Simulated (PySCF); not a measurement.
C4H7FSi, SMILES C=C/C=C\[SiH2]F.

Geometry optimised at B3LYP-D3(BJ)/def2-SVP. The structure was generated by enumeration; whether it is a known compound was not checked. One conformer was computed; it need not be the lowest.

Two levels are set side by side: PBE/def2-TZVP (PySCF) and B3LYP/def2-TZVP (PySCF). Same geometry, gas phase. Differences are taken from unrounded values.

| quantity | B3LYP | PBE | PBE minus B3LYP |
|---|---|---|---|
| orbital gap (eV) | 5.17 | 3.70 | -1.47 |
| highest occupied level (eV) | -6.94 | -6.19 | 0.76 |
| lowest empty level (eV) | -1.78 | -2.49 | -0.71 |
| dipole moment (D) | 2.35 | 2.25 | -0.10 |
| mean polarisability (bohr³) | 78.7 | 80.4 | 1.7 |

Without exact exchange PBE keeps part of each electron's self-repulsion, which lifts occupied levels and narrows the gap. Differences between two approximate levels are no errors against the true value.

Rough cost on one machine, each run with all the roots and properties that it gave: B3LYP against PBE within a factor of 2.
